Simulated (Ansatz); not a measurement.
Start from `C[CH2][In]([F])[CH2]C` and change one atom or group to get `C[CH2][In]([F])[Cl]`.

Ansatz, PBE0-D4/def2-TZVP geometries, multiplicity 1. Each molecule was computed in one conformer, which needn't be the lowest.

Elements past krypton have def2 core potentials.

| property | `C[CH2][In]([F])[CH2]C` |
| --- | --- |
| ideal-gas entropy at 298 K and 1 bar (rigid rotor, harmonic PBE0-D4/def2-TZVP) / J/(mol·K) | 438 |
| HOMO energy (B3LYP/def2-TZVPP) / eV | -6.90 |
| size of the dipole moment (B3LYP/def2-TZVPP) / D | 3.60 |
| HOMO energy (PBE0/def2-TZVPP) / eV | -7.10 |
| size of the dipole moment (PBE/def2-TZVPP) / D | 3.40 |
| HOMO–LUMO gap (PBE/def2-TZVPP) / eV | 4.25 |

(1) Give the same properties after the change, and the shifts. (Best estimate.)

Answers

(1) Computed: 
```
                                                                                  property  `C[CH2][In]([F])[Cl]`  shift
ideal-gas entropy at 298 K and 1 bar (rigid rotor, harmonic PBE0-D4/def2-TZVP) / J/(mol·K)                    396    -42
                                                       HOMO energy (B3LYP/def2-TZVPP) / eV                  -8.13  -1.23
                                          size of the dipole moment (B3LYP/def2-TZVPP) / D                   4.50   0.90
                                                        HOMO energy (PBE0/def2-TZVPP) / eV                  -8.34  -1.24
                                            size of the dipole moment (PBE/def2-TZVPP) / D                   4.39   0.99
                                                       HOMO–LUMO gap (PBE/def2-TZVPP) / eV                   4.62   0.37
```

With PBE0 the HOMO falls by 1.24 eV and the LUMO falls by 0.59 eV, so the gap widens by about 0.65 eV. PBE moves the HOMO by -1.12 eV and ωB97M-V by -1.27 eV. The zero-point energy changes by -166.1 kJ/mol with -18 modes. Dipoles are sizes alone; their direction can turn. Modes under 60 cm⁻¹, often nearly free rotors, make the harmonic entropy too high.

B3LYP here is the variant with VWN-RPA as its local correlation; programs differ in this.
